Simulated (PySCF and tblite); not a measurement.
C₆H₇NO, numbered as in [CH3:1][O:2][c:3]1[cH:4][cH:5][cH:6][n:7][cH:8]1. The ensemble was built from 90 distance-geometry starts (ETKDG and KDG, MMFF94s, GFN2-xTB) and rests on PBE0-D3(BJ)/def2-SVP geometries. Energies: CAM-B3LYP-D3(BJ)/def2-TZVP (IEF-PCM, chloroform), with GFN2-xTB thermal terms (modes under about 100 cm⁻¹ blended into free rotors). Symmetry numbers and mirror images are counted. Conformers within 3 kcal/mol (GFN2-xTB free energy) were kept, 7 at most. GIAO shieldings: WP04/pcSseg-1 (IEF-PCM, chloroform). Shifts are against TMS (¹H), TMS (¹³C), NH3 (¹⁵N) at the same level. Codes: tblite and PySCF.

Torsions listed: C1–O2–C3–C4.

```
conformer  shape  point group  mirror pair  ΔE(DFT)  Δ(G−E) at 380 K  δ C4 (ppm)
        1     0°           Cs           no     0.00             0.00       122.6
        2   180°           Cs           no     0.09             0.01       131.1
```

Energies in kcal/mol; the thermal term leaves out symmetry numbers and mirror images.

Work out the weights at 380 K and the ¹³C shift of C4 under fast exchange.

RT = 0.755 kcal/mol. Each conformer gets RT ln(σ/g), with σ the rotational symmetry number and g = 2 for a mirror pair: 1: σ = 1, g = 1, G = 0.00 + 0.00 + 0.00 = 0.00, 0.00 above the lowest, exp(−ΔG/RT) = 1.000; 2: σ = 1, g = 1, G = 0.09 + 0.01 + 0.00 = 0.10, 0.10 above the lowest, exp(−ΔG/RT) = 0.878. The sum is 1.878, so the weights are 53.3, 46.7 %. The averaged shift is 126.5 ppm. At 298.15 K it is 126.5 ppm. At 298.15 K the leading conformer alone gives 122.6 ppm and bare DFT energies give 126.5 ppm.


¹⁵N shifts are against a computed isolated NH3 molecule, about 20 ppm from the liquid.